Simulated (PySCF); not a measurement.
Radial density of Cs³⁶⁺ (caesium, charge +36)

UHF, [Ar] 3d1, 2D determinant. Calculation: PySCF 2.14, in an even-tempered Gaussian basis (18 s from 5.9 bohr⁻², ratio 2.5; 12 p from 7.7 bohr⁻², ratio 2.5; 7 d from 7.7 bohr⁻², ratio 2.5; 4 f from 27 bohr⁻², ratio 2.7; 3 g from 40 bohr⁻², ratio 2.7); scalar relativity by spin-free X2C-1e.

```csv
r (bohr),4πr²ρ (e/bohr),4πr²(ρα − ρβ)
0.0236,69.13,0.0029
0.0396,63.67,0.0453
0.0667,86.71,0.4112
0.112,63.91,2.1115
0.189,37.78,4.5406
0.317,31.03,2.3336
0.534,1.675,0.1043
0.898,0.002680,0.0002
```

Densities and radii are taken from the X2C orbitals without a picture-change correction, which distorts them close to the nucleus.

Spin-orbit coupling, absent here, splits the open shell strongly.
